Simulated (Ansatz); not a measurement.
Start from `O/C=C\CBr` and change one atom or group (the configuration at the double bond changes too) to get `O/C=C/[SiH3]`.

Ansatz, PBE0-D4/def2-TZVP geometries, multiplicity 1. Each molecule was computed in one conformer, which needn't be the lowest.

Scalar relativity is left out up to krypton.

```json
{"property": "size of the dipole moment (B3LYP/def2-TZVPP) / D", "`O/C=C\\CBr`": "3.77"}
{"property": "size of the dipole moment (PBE/def2-TZVPP) / D", "`O/C=C\\CBr`": "3.76"}
{"property": "LUMO energy (PBE/def2-TZVPP) / eV", "`O/C=C\\CBr`": "-1.42"}
{"property": "LUMO energy (B3LYP/def2-TZVPP) / eV", "`O/C=C\\CBr`": "-0.71"}
{"property": "size of the dipole moment (ωB97M-V/def2-TZVPP) / D", "`O/C=C\\CBr`": "3.74"}
{"property": "HOMO–LUMO gap (PBE0/def2-TZVPP) / eV", "`O/C=C\\CBr`": "6.36"}
```

Question: Give the same properties after the change, and the shifts. (Estimate.)

Answer: Computed: 
```json
{"property": "size of the dipole moment (B3LYP/def2-TZVPP) / D", "`O/C=C/[SiH3]`": "1.38", "shift": "-2.39"}
{"property": "size of the dipole moment (PBE/def2-TZVPP) / D", "`O/C=C/[SiH3]`": "1.48", "shift": "-2.28"}
{"property": "LUMO energy (PBE/def2-TZVPP) / eV", "`O/C=C/[SiH3]`": "-0.85", "shift": "0.57"}
{"property": "LUMO energy (B3LYP/def2-TZVPP) / eV", "`O/C=C/[SiH3]`": "-0.08", "shift": "0.63"}
{"property": "size of the dipole moment (ωB97M-V/def2-TZVPP) / D", "`O/C=C/[SiH3]`": "1.38", "shift": "-2.36"}
{"property": "HOMO–LUMO gap (PBE0/def2-TZVPP) / eV", "`O/C=C/[SiH3]`": "7.23", "shift": "0.87"}
```

With PBE0 the HOMO falls by 0.26 eV and the LUMO rises by 0.62 eV, so the gap widens by about 0.88 eV. PBE moves the HOMO by -0.23 eV and ωB97M-V by -0.29 eV. Dipoles are sizes alone; their direction can turn.

B3LYP here is the variant with VWN-RPA as its local correlation; programs differ in this.

Spin–orbit coupling is left out; it splits and shifts lone-pair levels of the heavy atoms by tenths of an eV.
